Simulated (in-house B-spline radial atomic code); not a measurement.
Values are calculated unless marked as measured or tabulated.
Softness against transferability: the 4p channel of Rh

Rh, [Kr] 4d8 5s1, non-relativistic PBE, spherical and spin-unpolarised, from a B-spline radial code for spherical atoms (atomic units). The all-electron 4p level is ε = -1.802656 hartree, its outermost node lies just inside 0.49 bohr and its outer maximum at 0.96 bohr.

Troullier-Martins pseudo-orbitals are made for several radii. The cutoffs (hartree) are the plane-wave energies beyond which the orbital holds less than the named kinetic energy per electron. The phase error is the difference, pseudo minus all-electron, of arctan(R P'/P) at R = 1.64 bohr for all radii, half a hartree below and above the level.

```
r_c (bohr)  V_l(0) (hartree)  cutoff for 10 mEh  for 1 mEh  for 0.1 mEh  phase error at ε − 0.5 (mrad)  at ε + 0.5 (mrad)
      0.72            -80.68                219        351        > 450                           -8.6               -2.1
      0.83            -25.75               73.4        136          289                           -3.7               -0.8
      0.96             -2.85               28.6       62.3          110                           -2.2               -0.5
      1.08             -0.62               29.5       58.8         78.4                           -2.1               -0.4
       1.2             -2.33               27.1       51.2         70.6                           -2.7               -0.6
      1.34             -4.35               22.3         32         58.3                           -5.1               -1.0
```

Question: Which radius needs the lowest cutoff for 1 mEh while both phase errors stay within 3.8 mrad?

Answer: The radii within that limit are 0.83, 0.96, 1.08, 1.2 bohr; of these r_c = 1.2 needs the least, 51.2 hartree, that is 102 Ry or 1393 eV.

Question: What does the larger radius buy, and what does it cost?

Answer: From r_c = 0.72 to 1.34 bohr the cutoff for 1 mEh goes from 351 to 32 hartree, a factor of 10.97, against 3.46 for a pure 1/r_c² scaling, end to end; step by step it is 351, 136, 62.3, 58.8, 51.2, 32, and for 0.1 mEh > 450, 289, 110, 78.4, 70.6, 58.3; the number of plane waves goes as the cutoff to the power 3/2, here a factor of 36.3. The larger of the two phase errors is least at r_c = 1.08 bohr, 2.1 mrad; it is 8.6 at the smallest radius and 5.1 at the largest. These errors test the reference atom alone. The smallest radius lies well inside the outer maximum, where the nodeless form must bend sharply to keep the norm, so it is both harder and scatters less well than the next. Large radii also let the cores of neighbours overlap, which an atom doesn't show.
